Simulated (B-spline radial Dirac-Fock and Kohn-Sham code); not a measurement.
**Auger parameter of rhenium: the M5 level and its strongest M5-NN line**

Calculated with a radial atomic solver, using multi-electron Dirac-Fock with separately optimised hole states, Breit and Lamb-shift corrections added in first order. The modified Auger parameter α′ is the binding energy plus the kinetic energy of the Auger electron; it does not depend on the energy zero. For free ions it tends to fall with charge, since less charge screens the final holes.

```
            species          configuration  binding 3d5/2 (eV)  Auger line  kinetic (eV)  α′ (eV)
                 Re      [Xe] 4f14 5d5 6s2              1893.5    N6N7 J=6        1768.0   3661.5
                 Re          [Xe] 4f14 5d7              1887.6    N6N7 J=6        1775.3   3662.9
                 Re  [Xe] 4f14 5d4 6s2 6p1              1898.5    N6N7 J=6        1762.7   3661.1
                Re⁺      [Xe] 4f14 5d5 6s1              1901.9    N6N7 J=6        1758.2   3660.2
                Re⁺      [Xe] 4f14 5d5 6p1              1903.5    N6N7 J=6        1756.7   3660.2
                Re⁺          [Xe] 4f14 5d6              1898.5    N6N7 J=6        1762.2   3660.7
   Re⁺ (Watson 3 Å)      [Xe] 4f14 5d5 6s1              1897.2    N6N7 J=6        1763.0   3660.2
               Re²⁺          [Xe] 4f14 5d5              1911.4    N6N7 J=6        1747.6   3659.0
Re²⁺ (Watson 1.6 Å)          [Xe] 4f14 5d5              1894.0    N6N7 J=6        1765.4   3659.4
               Re³⁺          [Xe] 4f14 5d4              1925.9    N6N7 J=6        1731.9   3657.8
               Re⁴⁺          [Xe] 4f14 5d3              1941.7    N6N7 J=6        1715.1   3656.8
               Re⁴⁺      [Xe] 4f14 5d1 6s2              1951.1    N6N7 J=6        1705.8   3656.9
Re⁴⁺ (Watson 1.8 Å)          [Xe] 4f14 5d3              1909.8    N6N7 J=6        1747.1   3656.9
Re⁴⁺ (Watson 2.4 Å)          [Xe] 4f14 5d3              1917.7    N6N7 J=6        1739.1   3656.8
               Re⁵⁺          [Xe] 4f14 5d2              1958.7    N6N7 J=6        1697.5   3656.2
Re⁵⁺ (Watson 2.7 Å)          [Xe] 4f14 5d2              1932.1    N6N7 J=6        1724.2   3656.2
               Re⁶⁺          [Xe] 4f14 5d1              1976.8    N6N7 J=6        1679.0   3655.8
               Re⁷⁺              [Xe] 4f14              1995.9    N6N7 J=6        1659.9   3655.7
Re⁷⁺ (Watson 2.2 Å)              [Xe] 4f14              1950.0    N6N7 J=6        1705.7   3655.7
```
